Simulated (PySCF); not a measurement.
Excitations are Tamm–Dancoff values on a coarser integration grid. The basis has no diffuse functions, so Rydberg states are missing or too high.

Cartesian coordinates (Å):
SMILES: [F][Ga]([F])[F]
```xyz
4

F      1.5042    -0.8347     0.1152
Ga     0.0001     0.0000     0.0002
F     -1.4719    -0.8891    -0.1221
F     -0.0324     1.7238     0.0066
```
Charge 0, multiplicity 1.

### Question
Estimate the S1 excitation (TDA), total energy, LUMO, T1 excitation (TDA) and HOMO–LUMO gap that PBE0-D4/def2-TZVP (PySCF) returns for this input.

### Answer

```
Item                        Value
-------------------  ------------
S1 excitation (TDA)       7.55 eV
total energy         -60520.93 eV
LUMO                     -2.34 eV
T1 excitation (TDA)       7.17 eV
HOMO–LUMO gap             9.42 eV
```
